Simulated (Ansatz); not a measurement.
One geometry of `[CH3][Nb](=[O])([OH])[F]`, several functionals.

```yaml
crystal:
  periodic: [false, false, false]
  atoms:
    - {symbol: C, position_ang: [-0.409940, -0.378081, -1.269361]}
    - {symbol: Nb, position_ang: [0.600124, 0.300906, 0.499511]}
    - {symbol: O, position_ang: [1.604389, -0.989254, 0.932585]}
    - {symbol: O, position_ang: [-0.708921, 0.572021, 1.828676]}
    - {symbol: F, position_ang: [1.612670, 1.821345, 0.079317]}
    - {symbol: H, position_ang: [-0.952159, -1.307567, -1.073828]}
    - {symbol: H, position_ang: [0.322385, -0.575459, -2.058896]}
    - {symbol: H, position_ang: [-1.118402, 0.378745, -1.621267]}
    - {symbol: H, position_ang: [-0.861546, 0.131143, 2.666162]}
basis:
  gaussian: {orbitals: def2-TZVPP}
hamiltonian: {xc: {name: B97M-V}}
output: {orbitals: {seedname: orbitals}}
```

```sh
$ ansatz run in.yaml --threads 4 --pin off --events-out ev --progress --plain
```

Shortened log:

```
Functional definition: B97M-V
1203 factors; their error is unknown
mean field evaluation 1: about -9448.4109 eV, gradient 1.1e2 eV
mean field evaluation 2: about -9207.8316 eV, gradient 3.4e2 eV
mean field evaluation 4: about -9465.1104 eV, gradient 5.7e1 eV
mean field evaluation 8: about -9470.9298 eV, gradient 1.3e0 eV
mean field evaluation 16: about -9470.9270 eV, gradient 1.6e-3 eV
mean field -9470.92699532 eV, -348.0501474532 hartree, gradient 2.1e-5 eV, S^2 0.000000; 0 other end points of the search recorded, 0 dependent functions left out
reference -9470.92710112 eV, -348.0501513411 hartree; 24, 24 occupied and 212, 212 virtual orbitals, 1203 factors
Total energy: -9470.92710112 eV, -348.0501513411 hartree
```

Run time 6.5 s (4 threads of a server CPU on a shared host); peak host memory 0.4 GiB.

With the line `hamiltonian: {xc: {name: B2PLYP}}` (abridged; 5 s):

```
Functional definition: B2PLYP
mean field evaluation 16: about -9453.1541 eV, gradient 1.7e-3 eV
mean field -9453.15409862 eV, -347.3970055464 hartree, gradient 9.1e-6 eV, S^2 0.000000
4 core orbitals not correlated: weight in the atoms' cores, before any rotation towards them, 1.000 or more for the frozen orbitals, at most 0.000 for the correlated occupied ones
second order -46.45116536 eV of doubles, -0.00000000 eV of singles
Total energy: -9465.69610598 eV, -347.8579158155 hartree
```

With the line `hamiltonian: {xc: {name: CAM-B3LYP}, dispersion: d4}` (abridged; 3.2 s):

```
Functional definition: CAM-B3LYP
mean field evaluation 16: about -9469.0509 eV, gradient 1.7e-4 eV
mean field -9469.05088615 eV, -347.9812017128 hartree, gradient 3.5e-5 eV, S^2 0.000000
Total energy: -9469.20467509 eV, -347.9868533520 hartree
```

With the line `hamiltonian: {xc: {name: PBE-QIDH}}` (abridged; 6.5 s):

```
Functional definition: PBE-QIDH
mean field evaluation 16: about -9447.1750 eV, gradient 1.1e-3 eV
mean field -9447.17500063 eV, -347.1772777481 hartree, gradient 5.7e-6 eV, S^2 0.000000
4 core orbitals not correlated: weight in the atoms' cores, before any rotation towards them, 1.000 or more for the frozen orbitals, at most 0.000 for the correlated occupied ones
second order -42.87012118 eV of doubles, -0.00000000 eV of singles
Total energy: -9461.46505966 eV, -347.7024277313 hartree
```

Changing it to `hamiltonian: {xc: {name: wB97M-V}}` and forces (abridged; 10 s):

```
Functional definition: wB97M-V
mean field evaluation 16: about -9467.7195 eV, gradient 7.3e-4 eV
mean field -9467.71949886 eV, -347.9322741322 hartree, gradient 5.4e-5 eV, S^2 0.000000
Total energy: -9467.71958704 eV, -347.9322773729 hartree
Atom 0 force    -0.049240     0.000139    -0.079543 eV/Å
Atom 1 force     0.261155    -0.371797     0.108889 eV/Å
Atom 2 force    -0.177188     0.249883    -0.080091 eV/Å
Atom 3 force    -0.064147     0.005787     0.100527 eV/Å
Atom 4 force     0.027694     0.078322    -0.029148 eV/Å
Atom 5 force     0.036611     0.074702    -0.029245 eV/Å
Atom 6 force    -0.072621     0.013383     0.048409 eV/Å
Atom 7 force     0.045409    -0.076992     0.000771 eV/Å
Atom 8 force    -0.007673     0.026573    -0.040568 eV/Å
Dipole moment:    -0.478176     0.008272     0.124098 e Å
```

The same input with `hamiltonian: {xc: {name: B3LYP}, dispersion: d4}` and forces (abridged; 3.5 s):

```
Functional definition: B3LYP
mean field evaluation 16: about -9473.5044 eV, gradient 4.8e-3 eV
mean field -9473.50443863 eV, -348.1448667477 hartree, gradient 4.4e-5 eV, S^2 0.000000
Total energy: -9473.78925214 eV, -348.1553334511 hartree
Atom 0 force    -0.133886    -0.080603    -0.229175 eV/Å
Atom 1 force    -0.111846     0.146097    -0.091876 eV/Å
Atom 2 force     0.329828    -0.419283     0.130616 eV/Å
Atom 3 force    -0.253461     0.060571     0.217363 eV/Å
Atom 4 force     0.179819     0.286157    -0.091335 eV/Å
Atom 5 force     0.021909     0.046486    -0.019179 eV/Å
Atom 6 force    -0.041917     0.008765     0.031953 eV/Å
Atom 7 force     0.030750    -0.042468     0.008616 eV/Å
Atom 8 force    -0.021196    -0.005722     0.043017 eV/Å
Dipole moment:    -0.485570    -0.004325     0.117069 e Å
```

B3LYP takes the VWN-RPA correlation (the form of Gaussian; ORCA's B3LYP/G).
